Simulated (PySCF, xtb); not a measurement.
CH3FO3Si, SMILES O=CO[Si@@H](O)F.

GFN2-xTB run with xtb at its own geometry gives an orbital gap of 4.85 eV and a dipole moment of 1.61 D.

Geometry optimised at PBE0-D3(BJ)/def2-SVP. The structure was generated by enumeration; whether it is a known compound was not checked. The values are those of a single conformer.

Problem. What does PBE/def2-TZVP run with PySCF give? (An estimate is asked for; the answer gives what the named calculation found.)

Solution. gap 5.35 eV (levels -7.30 and -1.95 eV), dipole 1.86 D.
